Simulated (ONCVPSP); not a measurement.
gold (Au): variants of one ONCV potential

Base potential:

- Element: Au (Z = 79)
- Generator: ONCVPSP 4.0.1
- Type: optimised norm-conserving Vanderbilt (ONCV)
- Functional: PBE
- Relativity: scalar-relativistic
- Frozen core: [Kr] 4d10 4f14 5s2
- Valence charge: 17
- Reference configuration: 5p6 5d9 6s2
- Partial waves: 6s: rc 2.45 bohr, ncon 4, nbas 7, qcut 2.1 1/bohr, 2 projectors, debl 0.9 Ha; 5p: rc 1.20 bohr, ncon 4, nbas 8, qcut 7 1/bohr, 2 projectors, debl 2.4 Ha; 5d: rc 1.55 bohr, ncon 4, nbas 8, qcut 6.9 1/bohr, 2 projectors, debl 2.3 Ha
- Local potential: polynomial inside 1.15 bohr (lpopt 5, dvloc0 2 Ha)
- Core correction: Teter function, parameters optimised by the program

All-electron outer shells of the reference configuration (PBE, scalar-relativistic, ld1.x):

| shell | level (eV) | outermost node (bohr) | outermost maximum (bohr) |
| --- | --- | --- | --- |
| 4f | -84.16 | – | 0.37 |
| 5p | -62.53 | 0.52 | 0.96 |
| 5d | -8.95 | 0.56 | 1.20 |
| 6s | -6.66 | 1.11 | 2.27 |

Cutoffs, loose and tight: the cutoffs (Ha) at which the residual kinetic energy of the hardest occupied pseudo-wave falls to 1 and 0.1 mHa per electron. They do not see the model core or the augmentation charge, which bear on the density cutoff. Test errors are all-electron minus pseudo excitation energies from the reference, over the configurations 5p6 5d10 6s1; 5p6 5d10 6s0; 5p6 5d9 6s0; 5p6 5d7 6s0. A dash means not determined; rows that change the core or the reference have their own tests.

1 further variants are left out, since the program set their typed debl aside.

A true bound ghost makes a file unfit for plane-wave use even where its test errors are small: the radial tests pick states by their node count and pass the ghost by.

```tsv
change	outcome	cutoff, loose	cutoff, tight	bound ghosts	GHOST(+) flags above zero	largest test error (meV)
base	generated	116 Ha	145 Ha	s	none	-78
reference 5p6 5d10 6p1; waves s scattering state at 0.15 Ha: rc 2.45 bohr, ncon 4, nbas 7, qcut 2.1 1/bohr, 2 projectors, debl 0.9 Ha; 5p+6p: rc 1.20 bohr, ncon 4, nbas 8, qcut 7 1/bohr, 2 projectors	generated, projector energies reset by the program	115 Ha	145 Ha	s	none	-4.8 over the solved tests; 1 of 4 tests not solved or not reliable
p: nproj 3	generated	116 Ha	145 Ha	s	p	-78
s: qcut 1.9	generated	116 Ha	145 Ha	s	none	-100
core correction Teter function, fcfact 3, rcfact 1.25	generated	116 Ha	145 Ha	s	none	-56
```

Q: What comes out with this change to the base: p: rc 1.54?

A: outcome: generated; cutoff, loose: 20 Ha; cutoff, tight: 24 Ha; bound ghosts: s; GHOST(+) flags above zero: none; largest test error (meV): -76.
